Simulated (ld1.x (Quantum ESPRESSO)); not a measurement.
PBE ultrasoft dataset for gold, scalar-relativistic all-electron reference.

ld1.x (Quantum ESPRESSO) 7.5 input, shortened:

```
&input
   title='Au', zed=79., rel=1, dft='PBE', iswitch=3,
   config='[Xe] 4f14 5d10 6s0 6p1'
 /
 &inputp
   pseudotype=3, tm=.true., lloc=-1, rcloc=2.00,
   nlcc=.true., new_core_ps=.true.,
   which_augfun='PSQ', rmatch_augfun_nc=.true.
 /
6
6S  1  0   0.00   0.00  1.85  2.30  0.0
6S  1  0   0.00   2.85  1.85  2.30  0.0
5P  2  1   6.00   0.00  1.40  1.50  0.0
6P  3  1   1.00   0.00  1.40  1.50  0.0
5D  3  2  10.00   0.00  2.00  2.15  0.0
5D  3  2   0.00  -0.25  2.00  2.15  0.0
 &test
   configts(1)='5p6 5d10 6s0 6p1'
 /
```

- Cutoffs needed: 40 Ry and 70 Ry (the cutoffs (Ry, on a coarse ladder) from which the occupation-weighted sum of valence levels, in a spherical-Bessel basis at the reference potential, stays within 10 and 1 mRy of its value at 400 Ry)
- Ghost test: no extra level below or beside the all-electron valence levels (s, p, d, f tested) (spherical-Bessel basis up to 400 Ry, 20 bohr box)
- Largest excitation error: -228 meV (all-electron minus pseudo) for 5p6 5d8 6s0 6p0, out of 7 test configurations
- Lowest eigenvalue of the overlap operator: 0.18 (p channel)
- Density cutoff estimated by the generator: 221 Ry
